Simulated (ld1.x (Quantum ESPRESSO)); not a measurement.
# An all-electron radial function and its pseudo partner (N)

Columns: radius, all-electron u(r) and pseudo u(r) of the 2s shell (level -18.56 eV) of nitrogen in the configuration [He] 2s1.75 2p3.25; Wu–Cohen, non-relativistic, ultrasoft scheme, ld1.x (Quantum ESPRESSO) 7.5.

```json
{"r (bohr)": "0.070", "all-electron": "0.3396", "pseudo": "-0.1081"}
{"r (bohr)": "0.140", "all-electron": "0.3794", "pseudo": "-0.2142"}
{"r (bohr)": "0.210", "all-electron": "0.2729", "pseudo": "-0.3165"}
{"r (bohr)": "0.280", "all-electron": "0.1040", "pseudo": "-0.4133"}
{"r (bohr)": "0.350", "all-electron": "-0.0818", "pseudo": "-0.5030"}
{"r (bohr)": "0.420", "all-electron": "-0.2601", "pseudo": "-0.5845"}
{"r (bohr)": "0.490", "all-electron": "-0.4191", "pseudo": "-0.6569"}
{"r (bohr)": "0.560", "all-electron": "-0.5539", "pseudo": "-0.7196"}
{"r (bohr)": "0.630", "all-electron": "-0.6634", "pseudo": "-0.7725"}
{"r (bohr)": "0.700", "all-electron": "-0.7485", "pseudo": "-0.8154"}
{"r (bohr)": "0.770", "all-electron": "-0.8112", "pseudo": "-0.8486"}
{"r (bohr)": "0.840", "all-electron": "-0.8541", "pseudo": "-0.8725"}
{"r (bohr)": "0.910", "all-electron": "-0.8801", "pseudo": "-0.8874"}
{"r (bohr)": "0.980", "all-electron": "-0.8919", "pseudo": "-0.8938"}
{"r (bohr)": "1.050", "all-electron": "-0.8919", "pseudo": "-0.8921"}
{"r (bohr)": "1.120", "all-electron": "-0.8825", "pseudo": "-0.8825"}
{"r (bohr)": "1.190", "all-electron": "-0.8656", "pseudo": "-0.8656"}
{"r (bohr)": "1.260", "all-electron": "-0.8430", "pseudo": "-0.8430"}
{"r (bohr)": "1.330", "all-electron": "-0.8161", "pseudo": "-0.8161"}
{"r (bohr)": "1.400", "all-electron": "-0.7860", "pseudo": "-0.7860"}
{"r (bohr)": "1.470", "all-electron": "-0.7537", "pseudo": "-0.7537"}
{"r (bohr)": "1.540", "all-electron": "-0.7200", "pseudo": "-0.7200"}
{"r (bohr)": "1.610", "all-electron": "-0.6856", "pseudo": "-0.6856"}
{"r (bohr)": "1.680", "all-electron": "-0.6510", "pseudo": "-0.6510"}
{"r (bohr)": "1.750", "all-electron": "-0.6166", "pseudo": "-0.6166"}
{"r (bohr)": "1.820", "all-electron": "-0.5827", "pseudo": "-0.5827"}
```

Task: How many radial nodes do the two functions have?

Result: The all-electron 2s function has n − l − 1 = 1; the pseudo-wave has 0, since the states of the same l below it are removed with the core.

Task: At about which radius was the pseudo-wave matched?

Result: 1.10 bohr, where the columns begin to agree (steps of 0.07 bohr).

Task: Where does each function peak?

Result: Outermost all-electron maximum near 0.98 bohr, pseudo maximum near 0.98 bohr (to the table’s step).

Task: Is the pseudo-wave norm-conserving?

Result: No, it belongs to an ultrasoft set: the norm inside the radius is not constrained, and the difference is carried by the augmentation charge.
